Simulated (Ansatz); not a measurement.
# Worked example: CHCl2F + HI → CHCl2I + HF

Species: CHCl2F `FC(Cl)Cl`, singlet; HI (hydrogen iodide), singlet; CHCl2I (dichloroiodomethane) `ClC(Cl)I`, singlet; HF (hydrogen fluoride), singlet. The partners trade F for I: C–F and H–I bonds give way to C–I and H–F.

Shapes, held fixed at every level: PBE0-D4/def2-TZVP. Programs: Ansatz 0.2.0. The zero-point and thermal change to 298 K, harmonic and unscaled (PBE0-D4/def2-TZVP), is +5.5 kJ/mol.

At CCSD(T)/def2-TZVPP; 1 Eh = 2625.50 kJ/mol:

| species | energy (Eh) |
| --- | --- |
| CHCl2F | -1057.817377 |
| HI | -297.737430 |
| CHCl2I | -1255.212443 |
| HF | -100.344537 |

Work out ΔH(298 K) of the reaction at this level.


1. Products less reactants: (-1255.212443) + (-100.344537) − [(-1057.817377) + (-297.737430)] = -0.002173 Eh = -5.7 kJ/mol.
2. With the thermal change: -5.7 + (+5.5) = -0.2 kJ/mol.

Other levels give +2.6 (PBE-D4/def2-TZVPP) to +31.9 kJ/mol (CCSD(T)/def2-SVP). No measured value is set beside it here. For atoms past krypton def2 sets carry core potentials with scalar relativity. Outer-core shells of I are correlated, in sets that cover them unevenly. The levels disagree on the sign, so it isn't settled. The median of the other levels is +10.6 kJ/mol. That is about zero within the method's error.
